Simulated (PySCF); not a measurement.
How methods differ on the excitation energy of Gd

Gd [Xe] 4f7 5d1 6s2 (9D) → Gd [Xe] 4f8 5d1 6s1 (high-spin determinant), as a difference of total energies. All numbers are calculated (PySCF 2.14, the spin-free X2C one-electron Hamiltonian (Gaussian nucleus), in x2c-TZVPPall (11s7p7d4f2g, 113 functions)). Correlated levels: valence: [Kr] 4d10 frozen; valence and next inner shell: [Ar] 3d10 frozen. The calculations carry no spin-orbit coupling.

```tsv
method	excitation energy (cm⁻¹)
UHF	47749
LDA	11352
PBE	11016
PBE0	19323
r2SCAN	16143
MP2 (valence)	28390
SCS-MP2 (valence)	29593
MP2 (valence and next inner shell)	25303
SCS-MP2 (valence and next inner shell)	28060
```

A first-order spin-orbit estimate (lowest level to lowest level, LS coupling) adds -0.092 eV.

In the upper state the promoted electron has a positive orbital energy at LDA, PBE, r2SCAN, so the basis confines it.

The determinant of the upper state mixes LS terms, which raises its energy above the lowest term, most at the Hartree-Fock and MP2 levels.
